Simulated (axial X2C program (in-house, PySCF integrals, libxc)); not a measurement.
## Worked dissociation energy of CrN: PBEsol, with spin–orbit coupling

Computed with an axial X2C code built on PySCF integrals. Two-component (2c) means X2C with spin–orbit coupling and atomic mean-field two-electron Coulomb and Gaunt terms. Basis: Cr dyall-cv3z [9s10p6d3f2g], N dyall-av3z [7s7p3d2f] (cores contracted in-house); Gaussian nuclei, density fitting, unrestricted open shells. Masses: Cr 51.941 u, N 14.003 u.

Molecular state: Ω = 3/2 (⟨Sz⟩ = 1.50, ⟨Lz⟩ = 0.00 at PBEsol).

* E(Cr) (2M_J = 6): -1049.248039 hartree
* E(N) (2M_J = 3): -54.353768 hartree
* E(CrN) at Re: -1103.786260 hartree
* ωe: 1071.2 cm⁻¹
* ωexe: 9.83 cm⁻¹

Question: Work out De and D0.

Answer: De = -1049.248039 + (-54.353768) − (-1103.786260) = 0.18445 hartree = 5.019 eV. The zero-point energy is ωe/2 − ωexe/4 = 533 cm⁻¹ = 0.066 eV, so D0 = 4.953 eV.

The state is a single determinant with fixed occupations, the lowest that a limited PBE0 search found. Dissociation energies refer to the lowest single-determinant-based atoms at the same level and basis. Density functionals use the spin component along the axis (collinear). With several unpaired electrons one determinant need not be a pure state. This is the top spin component of a Σ state; components of lower Ω are not single determinants and can lie lower. The determinant is spin-polarised beyond a pure state at some levels (its spin-free form has ⟨S²⟩ too high), which makes Re and μ there less reliable.

The levels of this run spread widely (ωe from 779 to 1071 cm⁻¹), so these constants depend on the method.

Each atomic determinant is the lowest at this level and need not be a pure J level. Totals compare only within one Hamiltonian and basis.
